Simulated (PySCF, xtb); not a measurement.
Al(Br)(Me)(OH) (CH4AlBrO), SMILES [Br][Al]([OH])[CH3].

GFN2-xTB (xtb) at its own geometry gives an orbital gap of 4.38 eV and a dipole moment of 5.35 D.

Coordinates come from a TPSSh-D3(BJ)/def2-SVP optimisation. The structure was generated by enumeration; whether it is a known compound was not checked. Other conformers were not sampled.

### Question
What does PBE/def2-TZVP (PySCF) give? (An estimate is asked for; the answer gives what the named calculation found.)

### Answer
gap 5.80 eV (levels -7.03 and -1.23 eV), dipole 0.77 D.
